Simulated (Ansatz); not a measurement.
Two isomers of C3H7BO: A = `C=COBC`, B = `BCC(C)=O`.

Gas-phase electronic energies from Ansatz, PBE0-D4/def2-TZVP geometries. CCSD(T)/CBS adds triple-zeta CCSD(T) − MP2 to the extrapolated MP2 energy (def2 sets, frozen cores). DFT in def2-TZVPP. B3LYP here is the variant with VWN-RPA as its local correlation; programs differ in this. One conformer a species, not always the lowest.

Q: Which is lower in electronic energy at CCSD(T)/CBS, and by how much? (Best estimate.)

A: Ansatz gave: A, by 107.0 kJ/mol.

Q: Give E(B) − E(A) in kJ/mol with PBE0-D4, ωB97M-V, r2SCAN-D4, CCSD(T)/def2-TZVPP, B3LYP, PBE-D4, CCSD/def2-TZVPP. (An estimate is asked.)

A: Ansatz gave: PBE0-D4 100.2, ωB97M-V 104.2, r2SCAN-D4 102.7, CCSD(T)/def2-TZVPP 105.2, B3LYP 107.5, PBE-D4 100.9, CCSD/def2-TZVPP 104.1. None reverses the order clearly.

Largest T1 diagnostic: 0.014.

In def2-TZVPP, CCSD(T) changes the Hartree–Fock value by +10.5 kJ/mol (the triples alone add +1.2 kJ/mol) and MP2 by +8.7 kJ/mol.
